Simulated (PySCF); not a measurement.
NbOCl₂, SMILES [Cl][Nb](=[O])[Cl] (connectivity only; charge and spin as stated), neutral, multiplicity 2.

Coordinates come from a B3LYP-D3(BJ)/def2-SVP optimisation. The spin state was assumed, not searched. The isomer is the one that the SMILES or the coordinates give; other isomers of the formula were not compared. The def2 effective core potentials stand for the cores of Nb; spin–orbit coupling is left out.

Two levels are set side by side: PBE/def2-TZVPD (PySCF) and B3LYP/def2-TZVPD (PySCF). Same geometry, gas phase. Differences are taken from unrounded values.

```json
[
 {"quantity": "α-spin orbital gap (eV)", "B3LYP": "3.03"},
 {"quantity": "β-spin orbital gap (eV)", "B3LYP": "5.66"},
 {"quantity": "dipole moment (D)", "B3LYP": "1.06"},
 {"quantity": "mean polarisability (bohr³)", "B3LYP": "72.7"}
]
```

Problem. What does PBE give, and how far is it from B3LYP? (The exact figures need the calculation; the answer reports its results.)

Solution. 
```
quantity                      PBE  PBE minus B3LYP
---------------------------  ----  ---------------
α-spin orbital gap (eV)      1.12            -1.91
β-spin orbital gap (eV)      3.97            -1.69
dipole moment (D)            0.96            -0.10
mean polarisability (bohr³)  76.5              3.8
```

PBE's more diffuse valence density responds more strongly to a field. Differences between two approximate levels are no errors against the true value.

Rough cost on one machine, each run with all the roots and properties that it gave: B3LYP against PBE within a factor of 2.
